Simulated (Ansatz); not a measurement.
A series at Ga: from `[GaH3]`, ligands are replaced one by one, each step taking up H–F and setting free H₂; n counts the steps. Ansatz, PBE0-D4/def2-TZVP geometries.

```json
{"n": "0", "molecule": "`[GaH3]`", "HOMO energy, ωB97M-V/def2-TZVPP (eV)": "?"}
{"n": "1", "molecule": "`[F][GaH2]`", "HOMO energy, ωB97M-V/def2-TZVPP (eV)": "-11.21"}
{"n": "2", "molecule": "`[F][GaH][F]`", "HOMO energy, ωB97M-V/def2-TZVPP (eV)": "-12.73"}
{"n": "3", "molecule": "`[F][Ga]([F])[F]`", "HOMO energy, ωB97M-V/def2-TZVPP (eV)": "-14.31"}
```

Question: By hand: fit a straight line y = ȳ + b (n − n̄) to the 3 given rows and predict n = 0.

Answer: n̄ = 2.000, ȳ = -12.750; Σ(n − n̄)(y − ȳ) = -3.100, Σ(n − n̄)² = 2.000, so b = -1.550 eV a step. Prediction: -12.750 + (-1.550) × (-2.000) = -9.65 eV.

Question: By hand: compare with the computed value, -10.83 eV, and give the steps along the whole series.

Answer: The line misses by -1.18 eV (computed minus predicted). Steps: -0.38, -1.52, -1.58 eV.

The steps grow at each stage, from -0.38 to -1.58 eV, so the series is curved and an end member is harder to predict than an inner one. The highest orbital can change its character along such a series. The miss is 33.9 % of the series' range.
